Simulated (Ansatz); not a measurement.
Breaking a bond: K(OtBu), SMILES C([O][K])(C)(C)C (C4H9KO). The C4–H15 bond (C4 also carries C, H, H; H15 carries nothing else) is pulled apart rigidly from the PBE0/def2-SVP optimised geometry.

Methods: UKS-PBE0 = unrestricted PBE0/def2-SVP in Ansatz (a program for electronic structure); RKS-PBE0 = restricted PBE0/def2-SVP (Ansatz); UKS-BLYP = unrestricted BLYP/def2-SVP (Ansatz); RKS-BLYP = restricted BLYP/def2-SVP in Ansatz; UKS-PBE = unrestricted PBE/def2-SVP (Ansatz); RKS-PBE = Ansatz with restricted PBE/def2-SVP.

Scanned distances (Å): 0.91, 0.97, 1.04, 1.06, 1.10, 1.14, 1.18, 1.24, 1.34, 1.47, 1.60, 1.83, 2.03, 2.34, 2.68, 3.18.

Question: Where does the unrestricted solution first break spin symmetry (<S²> of 0.01 or more)?

Answer: UKS-PBE0: between 2.03 and 2.34 Å; UKS-BLYP: between 2.03 and 2.34 Å; UKS-PBE: between 2.03 and 2.34 Å.

```csv
R / Å,<S²> UKS-PBE0,E(RKS-PBE0) − E(UKS-PBE0) / kJ/mol,<S²> UKS-BLYP,E(RKS-BLYP) − E(UKS-BLYP) / kJ/mol,<S²> UKS-PBE,E(RKS-PBE) − E(UKS-PBE) / kJ/mol
0.91,0.00,0.0,0.00,0.0,0.00,0.0
0.97,0.00,0.0,0.00,0.0,0.00,0.0
1.04,0.00,0.0,0.00,0.0,0.00,0.0
1.06,0.00,0.0,0.00,0.0,0.00,0.0
1.10,0.00,0.0,0.00,0.0,0.00,0.0
1.14,0.00,0.0,0.00,0.0,0.00,0.0
1.18,0.00,0.0,0.00,0.0,0.00,0.0
1.24,0.00,0.0,0.00,0.0,0.00,0.0
1.34,0.00,0.0,0.00,0.0,0.00,0.0
1.47,0.00,0.0,0.00,0.0,0.00,0.0
1.60,0.00,0.0,0.00,0.0,0.00,0.0
1.83,0.00,0.0,0.00,0.0,0.00,0.0
2.03,0.00,0.0,0.00,0.0,0.00,0.0
2.34,0.57,21.9,0.19,1.8,0.21,1.3
2.68,0.83,64.8,0.58,18.5,0.67,21.9
3.18,0.96,122.2,0.83,47.7,0.92,57.9
```
